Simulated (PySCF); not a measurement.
# Titanium: a sound run and one with changed settings

Sound run: Ti²⁺ [Ar] 3d2, Ti³⁺ [Ar] 3d1. Computed with PySCF 2.14 in aug-cc-pVDZ-DK, with scalar relativity by spin-free X2C-1e. The sound run starts from symmetry-adapted Hartree-Fock orbitals and uses a fine grid where one is needed.

A second run was set up differently.

```csv
species,method,sound run (hartree),changed run (hartree),converged
Ti²⁺,UHF,-852.06437,-851.88720,no
Ti²⁺,BP86,-853.05625,-853.05542,no
Ti²⁺,PBE,-852.72094,-852.72013,no
Ti³⁺,UHF,-851.07544,-851.07496,no
Ti³⁺,BP86,-852.01190,-852.01190,no
Ti³⁺,PBE,-851.67760,-851.67760,no
```

**Question.** What was changed?
A. all electrons correlated in a valence basis
B. level shift left on
C. too few SCF iterations
D. minimal basis

**Answer.** C. It used initial guess atom, at most 3 SCF cycles. The SCF was stopped early; the energies are upper bounds that still move, and correlated levels were skipped or rest on poor orbitals.
